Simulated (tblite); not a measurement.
A geometry optimisation, step by step.

C₅H₁₁BrOSi.
Bonds: C1–C2 (double), C2–C3, C3–C4, C4–O5, O5–C6, C2–Si7, Si7–Br8. Hydrogens: H9, H10 on C1; H11, H12 on C3; H13, H14 on C4; H15, H16, H17 on C6; H18, H19 on Si7.

Computed with GFN2-xTB (tblite), gas phase: L-BFGS steps from a force-field or distance-geometry start until the largest atomic force falls under 0.01 eV/Å. 5 of its 112 geometries are shown.

Step 0: E = -712.9658 eV, largest atomic force 1.335 eV/Å
```
atom  x, y, z in Å  |  force x, y, z in eV/Å
C1      1.736   -1.504   -1.418   -0.835   0.401   0.961
C2      1.248   -0.816   -0.365    0.114  -0.750  -0.492
C3      0.022   -1.287    0.396   -0.146  -0.229  -0.709
C4     -1.242   -0.444    0.085    0.373  -0.070   1.178
O5     -1.194    0.766    0.843   -0.373   0.082  -0.683
C6     -2.295    1.615    0.521    0.550   0.124   0.623
Si7     2.114    0.708    0.308    0.201  -0.169   0.781
Br8     1.610    2.412   -1.009    0.039   0.026   0.082
H9      1.234   -2.397   -1.786    0.175   0.200   0.093
H10     2.616   -1.195   -1.952    0.006   0.060  -0.005
H11     0.209   -1.299    1.470   -0.017   0.278  -0.028
H12    -0.205   -2.326    0.111    0.042   0.188  -0.066
H13    -2.133   -1.012    0.420    0.140   0.052  -0.229
H14    -1.319   -0.242   -0.982    0.019   0.086  -0.193
H15    -2.210    2.531    1.130    0.135  -0.447  -0.179
H16    -3.239    1.122    0.775   -0.019  -0.028  -0.146
H17    -2.267    1.900   -0.530   -0.085  -0.063  -0.127
H18     3.581    0.487    0.256   -0.399   0.222  -0.128
H19     1.725    0.990    1.722    0.079   0.037  -0.734
```

Step 28: E = -713.1682 eV, largest atomic force 0.181 eV/Å
```
atom  x, y, z in Å  |  force x, y, z in eV/Å
C1      1.674   -1.465   -1.358    0.070   0.016  -0.025
C2      1.180   -0.865   -0.285    0.120  -0.068  -0.012
C3     -0.028   -1.419    0.402    0.069   0.025  -0.037
C4     -1.199   -0.512    0.037   -0.048  -0.099  -0.007
O5     -0.981    0.732    0.656   -0.003  -0.092   0.015
C6     -2.055    1.626    0.513    0.056   0.034  -0.003
Si7     1.890    0.754    0.371    0.036  -0.177  -0.004
Br8     1.368    2.420   -0.992   -0.028   0.035  -0.015
H9      1.264   -2.389   -1.743    0.005   0.040   0.031
H10     2.510   -1.065   -1.907    0.047   0.020  -0.008
H11     0.114   -1.413    1.487   -0.092   0.004  -0.069
H12    -0.233   -2.441    0.071   -0.021   0.055   0.019
H13    -2.147   -0.947    0.379   -0.087  -0.001   0.066
H14    -1.252   -0.401   -1.061   -0.026   0.035   0.100
H15    -1.814    2.480    1.139   -0.056   0.089   0.026
H16    -2.993    1.163    0.850    0.069   0.069  -0.010
H17    -2.168    1.962   -0.524    0.014  -0.054  -0.010
H18     3.349    0.646    0.240   -0.064   0.077   0.004
H19     1.511    1.145    1.716   -0.063  -0.010  -0.059
```

Step 56: E = -713.2348 eV, largest atomic force 0.089 eV/Å
```
atom  x, y, z in Å  |  force x, y, z in eV/Å
C1      1.758   -1.456   -1.338    0.023  -0.015   0.025
C2      1.145   -0.880   -0.314   -0.027  -0.033   0.005
C3     -0.062   -1.501    0.319   -0.013  -0.003   0.003
C4     -1.255   -0.570    0.116    0.012  -0.016   0.024
O5     -0.942    0.650    0.747   -0.009  -0.017  -0.024
C6     -1.880    1.671    0.507    0.011  -0.003  -0.002
Si7     1.703    0.783    0.370   -0.067   0.027  -0.052
Br8     1.129    2.408   -1.041   -0.009  -0.005   0.013
H9      1.433   -2.407   -1.737    0.012   0.019  -0.008
H10     2.615   -1.013   -1.818    0.009   0.011  -0.003
H11     0.104   -1.619    1.393   -0.008  -0.012  -0.009
H12    -0.281   -2.479   -0.117   -0.001   0.037   0.014
H13    -2.170   -0.999    0.551    0.005   0.017  -0.015
H14    -1.421   -0.409   -0.961   -0.025   0.011   0.025
H15    -1.523    2.559    1.025    0.018  -0.002   0.006
H16    -2.866    1.394    0.894   -0.008  -0.023   0.003
H17    -1.957    1.889   -0.563   -0.020   0.019  -0.022
H18     3.160    0.820    0.252    0.084  -0.010   0.007
H19     1.300    1.171    1.706    0.014  -0.001   0.010
```

Step 83: E = -713.2375 eV, largest atomic force 0.015 eV/Å
```
atom  x, y, z in Å  |  force x, y, z in eV/Å
C1      1.785   -1.462   -1.320   -0.001  -0.008   0.008
C2      1.139   -0.882   -0.319   -0.003  -0.008   0.009
C3     -0.074   -1.504    0.301   -0.008  -0.001  -0.001
C4     -1.266   -0.569    0.121   -0.003  -0.001  -0.002
O5     -0.933    0.657    0.728   -0.003  -0.003   0.006
C6     -1.876    1.677    0.508    0.001   0.001   0.004
Si7     1.693    0.786    0.357   -0.009   0.011  -0.003
Br8     1.114    2.417   -1.043    0.000   0.001   0.001
H9      1.478   -2.415   -1.726    0.006  -0.006  -0.005
H10     2.652   -1.013   -1.778   -0.003  -0.004  -0.002
H11     0.093   -1.647    1.372    0.010   0.007  -0.005
H12    -0.299   -2.473   -0.151   -0.001   0.006  -0.007
H13    -2.170   -0.989    0.587   -0.006   0.004  -0.005
H14    -1.468   -0.415   -0.950    0.002  -0.005  -0.009
H15    -1.510    2.562    1.023   -0.001   0.005   0.003
H16    -2.854    1.393    0.912    0.000  -0.003   0.008
H17    -1.978    1.901   -0.560    0.002  -0.005  -0.003
H18     3.154    0.815    0.231    0.012   0.004   0.003
H19     1.310    1.170    1.700    0.004   0.003  -0.001
```

Step 111: E = -713.2387 eV, largest atomic force 0.010 eV/Å
```
atom  x, y, z in Å  |  force x, y, z in eV/Å
C1      1.824   -1.495   -1.284    0.000  -0.003   0.002
C2      1.142   -0.888   -0.324   -0.001   0.001   0.004
C3     -0.088   -1.500    0.273    0.002  -0.004   0.000
C4     -1.270   -0.553    0.091    0.005  -0.002  -0.001
O5     -0.933    0.657    0.727    0.007  -0.003   0.005
C6     -1.881    1.679    0.549    0.002  -0.003  -0.001
Si7     1.680    0.794    0.331   -0.003   0.006   0.001
Br8     1.072    2.412   -1.073    0.000  -0.006  -0.001
H9      1.533   -2.458   -1.676   -0.004  -0.003  -0.001
H10     2.706   -1.057   -1.722    0.002   0.001  -0.001
H11     0.067   -1.653    1.344    0.002  -0.005   0.001
H12    -0.316   -2.463   -0.190   -0.003  -0.002  -0.002
H13    -2.184   -0.974    0.534    0.002   0.004  -0.001
H14    -1.453   -0.378   -0.981   -0.004   0.002  -0.002
H15    -1.488    2.565    1.042   -0.004   0.002   0.007
H16    -2.839    1.399    1.000   -0.009   0.001  -0.001
H17    -2.032    1.899   -0.514    0.000   0.008  -0.006
H18     3.139    0.836    0.190    0.003   0.006   0.000
H19     1.311    1.186    1.676    0.003   0.001  -0.003
```

Problem. Summarise the path.

Solution. The energy falls by 26.33 kJ/mol from step 0 to step 111; nine tenths of that is first reached at step 40. It falls at every step. The largest force goes from 1.335 to 0.010 eV/Å. Among the bonds Si7–H19 changes most, from 1.493 to 1.449 Å; the atoms move by 0.385 Å rms after alignment.

What follows is the cost of the whole relaxation. Hardware: an Arm Neoverse N1 with one thread, on a shared host. Cost: 1.8 s of wall time.
